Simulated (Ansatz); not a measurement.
Stretching the Cd1–I3 bond in CdFI (SMILES [F][Cd][I]) (multiplicity 1 held, fragments rigid). Energies count from the point at 2.584 Å.
Geometry at that point (charge 0, multiplicity 1):
| atom | x (Å) | y (Å) | z (Å) |
|---|---|---|---|
| Cd | 0.0000 | 0.0000 | -1.0853 |
| F | 0.0000 | 0.0000 | -3.0387 |
| I | 0.0000 | 0.0000 | 1.4989 |

U- levels take the lowest unrestricted solution at each point, which mixes spins at long bonds. Active spaces are followed from a long bond inwards. Levels need not reach the same state.

Correlated levels freeze the cores. Filled d and f shells under p-block atoms count as core.

The values were computed with Ansatz (an electronic-structure program). Each number belongs to the level named beside it. In def2 rows elements past Kr take small-core potentials, without spin–orbit coupling.

**Question.** Give the energy at R = 8.269 Å at the level U-CCSD(T)/def2-SVP.

**Answer.** 2.98 eV

Doubts at one or more of the structures used: a spin-contaminated determinant (U-CCSD(T)/def2-SVP).
